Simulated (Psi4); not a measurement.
C4H7O2, doublet, geometry from GFN2-xTB; CCSD/STO-3G (Psi4 1.11).

Psi4 was given this input:
```
memory 2 GB

molecule {
0 2
  C     0.59897094    1.24885200    0.15955364
  C     1.40570993    0.04186595   -0.18560161
  O     0.63998807   -1.01955157   -0.71613892
  C    -0.52315057   -1.23203372    0.04715519
  C    -1.39176690    0.02645311    0.03478837
  O    -0.69746739    1.12408553    0.58826941
  H     1.08959805    2.09433224    0.60908430
  H     1.94997237   -0.32539905    0.71442836
  H     2.15598712    0.28809110   -0.94310172
  H    -1.05001334   -2.06848449   -0.41340662
  H    -0.25934805   -1.48825256    1.08495960
  H    -1.67272853    0.25579124   -1.00256336
  H    -2.29221360   -0.10317418    0.63818200
}

set basis sto-3g
set reference uhf

energy('ccsd')
print_variables()
```

The log (banner, timings and long lists left out):

```
   => Loading Basis Set <=

    Name: STO-3G
    Role: ORBITAL
    Keyword: BASIS

         ---------------------------------------------------------
                                   SCF
               by Justin Turney, Rob Parrish, Andy Simmonett
                          and Daniel G. A. Smith
                              UHF Reference
         ---------------------------------------------------------

  ==> Geometry <==

    Molecular point group: c1
    Full point group: C1

    Geometry (in Angstrom), charge = 0, multiplicity = 2:

       Center              X                  Y                   Z               Mass
    ------------   -----------------  -----------------  -----------------  -----------------
         C            0.598070001741     1.233503282110     0.167383555517    12.000000000000
         C            1.404808991741     0.026517232110    -0.177771694483    12.000000000000
         O            0.639087131741    -1.034900287890    -0.708309004483    15.994914619570
         C           -0.524051508259    -1.247382437890     0.054985105517    12.000000000000
         C           -1.392667838259     0.011104392110     0.042618285517    12.000000000000
         O           -0.698368328259     1.108736812110     0.596099325517    15.994914619570
         H            1.088697111741     2.078983522110     0.616914215517     1.007825032230
         H            1.949071431741    -0.340747767890     0.722258275517     1.007825032230
         H            2.155086181741     0.272742382110    -0.935271804483     1.007825032230
         H           -1.050914278259    -2.083833207890    -0.405576704483     1.007825032230
         H           -0.260248988259    -1.503601277890     1.092789515517     1.007825032230
         H           -1.673629468259     0.240442522110    -0.994733444483     1.007825032230
         H           -2.293114538259    -0.118522897890     0.646011915517     1.007825032230

  Running in c1 symmetry.

  Rotational constants: A =      0.17923  B =      0.15831  C =      0.09193 [cm^-1]
  Rotational constants: A =   5373.28716  B =   4746.03664  C =   2756.07678 [MHz]
  Nuclear repulsion =  253.783450702026983

  Charge       = 0
  Multiplicity = 2
  Electrons    = 47
  Nalpha       = 24
  Nbeta        = 23

  ==> Algorithm <==

  SCF Algorithm Type is PK.
  DIIS enabled.
  MOM disabled.
  Fractional occupation disabled.
  Guess Type is SAD.
  Energy threshold   = 1.00e-08
  Density threshold  = 1.00e-08
  Integral threshold = 1.00e-12

  ==> Primary Basis <==

  Basis Set: STO-3G
    Blend: STO-3G
    Number of shells: 25
    Number of basis functions: 37
    Number of Cartesian functions: 37
    Spherical Harmonics?: true
    Max angular momentum: 1

  ==> Integral Setup <==

  Using in-core PK algorithm.
   Calculation information:
      Number of atoms:                  13
      Number of AO shells:              25
      Number of primitives:             75
      Number of atomic orbitals:        37
      Number of basis functions:        37

      Integral cutoff                 1.00e-12
      Number of threads:                 1

  Performing in-core PK
  Using 494912 doubles for integral storage.
  We computed 49982 shell quartets total.
  Whereas there are 52975 unique shell quartets.

  ==> DiskJK: Disk-Based J/K Matrices <==

    J tasked:                  Yes
    K tasked:                  Yes
    wK tasked:                  No
    Schwarz Cutoff:          1E-12

  Minimum eigenvalue in the overlap matrix is 2.1695110985E-01.
  Reciprocal condition number of the overlap matrix is 8.8526343783E-02.
    Using symmetric orthogonalization.

  ==> Pre-Iterations <==

  SCF Guess: Superposition of Atomic Densities via on-the-fly atomic UHF (no occupation information).

   -------------------------
    Irrep   Nso     Nmo
   -------------------------
     A         37      37
   -------------------------
    Total      37      37
   -------------------------

  ==> Iterations <==

[...]
  @UHF Final Energy:  -301.34978572532913
    Total Energy =                       -301.3497857253291272
[...]
    11        -0.335590013519656    6.418e-06    0.015832    0.000000    0.000000    0.000000
    12        -0.335590091099948    2.790e-06    0.015832    0.000000    0.000000    0.000000
    13        -0.335590241116551    1.183e-06    0.015832    0.000000    0.000000    0.000000
    14        -0.335590316641020    5.010e-07    0.015832    0.000000    0.000000    0.000000
    15        -0.335590329516716    2.199e-07    0.015832    0.000000    0.000000    0.000000
    16        -0.335590326912980    1.049e-07    0.015832    0.000000    0.000000    0.000000
    17        -0.335590324530542    4.067e-08    0.015832    0.000000    0.000000    0.000000

    Iterations converged.

    Largest TIA Amplitudes:
             22   0        -0.0155915667
             21   0         0.0136659383
             21   5         0.0100925341
             22   4         0.0096833974
             23   8         0.0080880529
             19   4         0.0080220585
             21   4         0.0077651166
             23   7         0.0076057984
             12   0        -0.0074051995
             23   6         0.0071202627

    Largest Tia Amplitudes:
             20   0         0.0549354685
             21   0         0.0499758822
             22   0         0.0369560754
             16   0         0.0280765726
             22   1        -0.0171975824
             13   0        -0.0114679434
             20   1         0.0112187597
             21   1        -0.0103303066
             22   6         0.0099759388
             21   6        -0.0097309762

    Largest TIJAB Amplitudes:
     19  18   2   0        -0.0078961029
     19  18  12   0        -0.0062219659
     22  21   5   0        -0.0047997645
     18  12  11   0         0.0047705025
     21  18  11   0         0.0046857135
     15  12  12   0        -0.0044614061
     19  15   7   2         0.0043679561
     19  15  10   2        -0.0042814702
     19  15  11   0         0.0042529521
     15  13   3   0        -0.0041208112

    Largest Tijab Amplitudes:
     20  15  13   0        -0.0115124651
     21  15  13   0        -0.0093210644
     21  19   1   0         0.0087274933
     21  18  13   0        -0.0084502085
     20  19   1   0         0.0081742397
     16  15  13   0        -0.0080436963
     20  19  12   0        -0.0079138805
     20  15   3   0        -0.0078082493
     20  18  13   0        -0.0077854665
     20  15  12   0         0.0074927396

    Largest TIjAb Amplitudes:
     19  19   0   1        -0.0239816268
     18  18   2   3        -0.0223779050
     14  14   5   6        -0.0198099148
     22  22   0   1        -0.0171922130
     15  15  12  13        -0.0150125598
     21  21   0   1         0.0148832557
     15  20  12   0         0.0146985253
     19   7   0   1        -0.0143044313
      7  19   0   1        -0.0141155900
     23  11   3   0        -0.0140307431

    SCF energy       (wfn)                    = -301.349785725329127
    Reference energy (file100)                = -301.349785725329468

    Opposite-spin MP2 correlation energy      =   -0.221509297983318
    Same-spin MP2 correlation energy          =   -0.036164971516918
    Singles MP2 correlation energy            =   -0.000000000000000
    MP2 correlation energy                    =   -0.257674269500235
      * MP2 total energy                      = -301.607459994829696

    Opposite-spin CCSD correlation energy     =   -0.300731482192105
    Same-spin CCSD correlation energy         =   -0.034858842338436
    Singles CCSD correlation energy           =   -0.000000000000000
    CCSD correlation energy                   =   -0.335590324530542
      * CCSD total energy                     = -301.685376049859997

  Variable Map:
  ----------------------------------------------------------------------------
[...]
  Array Variable Map:
  ----------------------------------------------------------------------------
[...]
[...]
```
